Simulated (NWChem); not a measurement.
# C₃H₇NSi; SMILES C1=CN([SiH2]1)C

```xyz
12

C     -0.2476     2.0365     0.1055
N     -0.0057     0.6880    -0.3753
C      1.2236     0.0327    -0.1227
C      0.9998    -1.2903     0.0984
Si    -0.7994    -0.8848    -0.0111
H      0.5428     2.7085    -0.2539
H     -1.1979     2.4021    -0.2966
H     -0.2863     2.1214     1.2049
H      2.1608     0.5956    -0.1568
H      1.7237    -2.0871     0.1772
H     -1.6094    -0.8453     1.2390
H     -1.6627    -1.4231    -1.0988
```
Atoms are numbered in this order, from 1.

All runs: NWChem. Pople sets run with spherical d functions. All runs use the structure optimised with B3LYP/6-31G* (spherical d). Level: B3LYP/6-31G* with SMD (1 M gas to 1 M solution), gas-phase geometry. Reactions with the solvent are ignored.

Estimate the computed values for solvent water. Quantities: solvation free energy (kcal/mol); cavity-dispersion-structure term (kcal/mol); dipole in solution (D).


| Quantity | Result |
|---|---|
| solvation free energy (kcal/mol) | 0.5 |
| cavity-dispersion-structure term (kcal/mol) | 3.5 |
| dipole in solution (D) | 1.27 |
